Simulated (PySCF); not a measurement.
C6H9NP2.
Geometry (GFN2-xTB, Å), atoms numbered from 1 in this order:
```
atom  x, y, z in Å
C1     3.1485    0.0174   -1.6380
C2     2.4226    0.1768   -0.5460
C3     2.1889   -0.8916    0.4683
P4     0.4497   -1.5409    0.1936
P5    -0.5442   -0.3941    1.5413
C6    -2.2951   -0.9332    1.1320
C7    -3.0381    0.1933    0.4004
C8    -2.3411    0.5437   -0.8106
N9    -1.7591    0.8040   -1.7595
H10    3.6528   -0.9110   -1.8520
H11    3.2717    0.8071   -2.3584
H12    1.9108    1.1117   -0.3555
H13    2.8883   -1.7184    0.3276
H14    2.2850   -0.4998    1.4825
H15   -2.8173   -1.1545    2.0666
H16   -2.2830   -1.8360    0.5173
H17   -4.0560   -0.1172    0.1452
H18   -3.0931    1.0844    1.0335
```

Mayer bond orders were computed from the PBE0/pcSseg-1 density (PySCF). Isolated species at its GFN2-xTB geometry (one conformer only).

The orders 1.00, 1.82, 1.96, 3.04 belong to the bonds C1–C2, P4–P5, C6–C7, C8–N9, in another order. Match them.

C6–C7 1.00; P4–P5 1.82; C1–C2 1.96; C8–N9 3.04.

Set the orders of all bonds between heavy atoms beside their lengths and the difference of the IAO charges at their ends.

| bond | Mayer order | length (Å) | q(first) − q(second) (e) |
| --- | --- | --- | --- |
| C8–N9 | 3.041 | 1.143 | +0.379 |
| C1–C2 | 1.963 | 1.321 | -0.184 |
| P4–P5 | 1.820 | 2.030 | +0.091 |
| C7–C8 | 1.007 | 1.441 | -0.430 |
| C2–C3 | 1.006 | 1.492 | +0.301 |
| C6–C7 | 1.000 | 1.535 | -0.128 |
| P5–C6 | 0.950 | 1.877 | +0.506 |
| C3–P4 | 0.942 | 1.877 | -0.607 |

The Mayer order sums products of elements of PS (density times overlap matrix) between the two atoms' basis functions, so it depends on the basis set.
